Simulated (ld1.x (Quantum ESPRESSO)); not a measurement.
oxygen, TM: configuration errors across variants

oxygen (O), norm-conserving Troullier–Martins (Kleinman–Bylander form), made with ld1.x (Quantum ESPRESSO) 7.5 (LDA (PZ), non-relativistic). Core [He], reference 2s2 2p4. Waves: 2s (bound): rc 0.85 bohr; 2p (bound): rc 1.70 bohr. Local part: the p channel. Core correction: a·sin(br)/r model core inside 0.65 bohr.

All-electron excitation energies from the reference (eV): (1) 2s2 2p3 16.592; (2) 2s2 2p2 50.307; (3) 2s2 2p1 104.274; (4) 2s2 2p4.3 -2.176; (5) 2s1 2p5 14.531; (6) 2s2 2p3.5 6.370; (7) 2s0 2p6 29.121; (8) 2s2 2p4 spin -1.409; (9) 2s2 2p3 spin 12.580.

Spin tests fill each open shell by Hund’s rule, majority spin first.

Errors AE − PS in meV (a dash: test not solved or not reliable):

| change | (1) | (2) | (3) | (4) | (5) | (6) | (7) | (8) | (9) | bound ghosts |
| --- | --- | --- | --- | --- | --- | --- | --- | --- | --- | --- |
| base | +1.7 | +177 | +1024 | -1.5 | +17 | -2.5 | +70 | +49 | +129 | none |
| all radii but the core radius scaled by about 0.76 (s 0.64, p 1.30 bohr) | -0.6 | +56 | +383 | -0.5 | +19 | -1.0 | +76 | +90 | +274 | none |
| all radii but the core radius scaled by about 0.89 (s 0.76, p 1.52 bohr) | -1.1 | +106 | +673 | -1.0 | +19 | -2.0 | +76 | +69 | +196 | none |
| all radii but the core radius scaled by about 0.94 (s 0.80, p 1.60 bohr) | -0.1 | +136 | +829 | -1.2 | +18 | -2.2 | +74 | +60 | +164 | none |
| all radii but the core radius scaled by about 1.08 (s 0.92, p 1.84 bohr) | +9.7 | +298 | +1545 | -2.1 | +11 | -2.4 | +47 | +24 | +49 | none |
| all radii but the core radius scaled by about 1.15 (s 0.98, p 1.96 bohr) | +17 | +384 | +1889 | -2.5 | +5.4 | -2.0 | +25 | +9.8 | +5.8 | none |
| all radii but the core radius scaled by about 1.34 (s 1.14, p 2.28 bohr) | +60 | +779 | +3312 | -3.2 | -28 | +2.8 | -107 | -41 | -123 | none |

(1) Give the same row for: all radii but the core radius scaled by about 1.29 (s 1.10, p 2.20 bohr).

Answers

(1) +50, +696, +3030, -3.1, -20, +1.6, -77, -32, -102; bound ghosts: none.
